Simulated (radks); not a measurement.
Cl14+, configuration [He] 2s1 (the NIST ground configuration). Method: non-relativistic Kohn-Sham, r2SCAN, spin-polarised, spherical densities, point nucleus; open shells are filled with parallel spins first; meta-GGA in the generalised Kohn-Sham scheme; computed with a radial shooting solver on a logarithmic mesh with Libxc functionals.

Normalised radial functions P(r) = r R(r), r in bohr:

r,2s up,2p up,3s up
0.004107,0.1729,0.0033,0.0947
0.005097,0.2110,0.0050,0.1155
0.006326,0.2563,0.0076,0.1403
0.007851,0.3098,0.0115,0.1695
0.009744,0.3719,0.0175,0.2035
0.01219,0.4454,0.0268,0.2437
0.01513,0.5244,0.0403,0.2867
0.01878,0.6089,0.0602,0.3326
0.0233,0.6947,0.0893,0.3790
0.02892,0.7744,0.1312,0.4216
0.03618,0.8390,0.1933,0.4550
0.04491,0.8679,0.2770,0.4676
0.05574,0.8441,0.3903,0.4495
0.06917,0.7452,0.5386,0.3876
0.08585,0.5499,0.7248,0.2699
0.1066,0.2451,0.9450,0.0899
0.1333,-0.1808,1.1945,-0.1553
0.1654,-0.6665,1.4319,-0.4216
0.2053,-1.1545,1.6218,-0.6583
0.2548,-1.5419,1.7107,-0.7789
0.3163,-1.7244,1.6558,-0.6926
0.3925,-1.6389,1.4333,-0.3422
0.4911,-1.2941,1.0648,0.2484
0.6095,-0.8418,0.6697,0.8462
0.7564,-0.4328,0.3393,1.2101
0.9388,-0.1676,0.1316,1.1804
1.165,-0.0460,0.0367,0.8495
1.446,-0.0083,0.0068,0.4631
1.809,-0.0008,0.0007,0.1723
2.245,0.0000,0.0000,0.0429
2.787,0.0000,0.0000,0.0063

2s up: eigenvalue -783.94 eV, 1 radial node at r = 0.122 bohr, <r> = 0.381 bohr, 90 % of the charge inside 0.580 bohr. 2p up (empty): eigenvalue -748.96 eV, 0 radial nodes, <r> = 0.329 bohr, 90 % of the charge inside 0.528 bohr. 3s up (empty): eigenvalue -314.58 eV, 2 radial nodes at r = 0.116, 0.450 bohr, <r> = 0.869 bohr, 90 % of the charge inside 1.27 bohr.
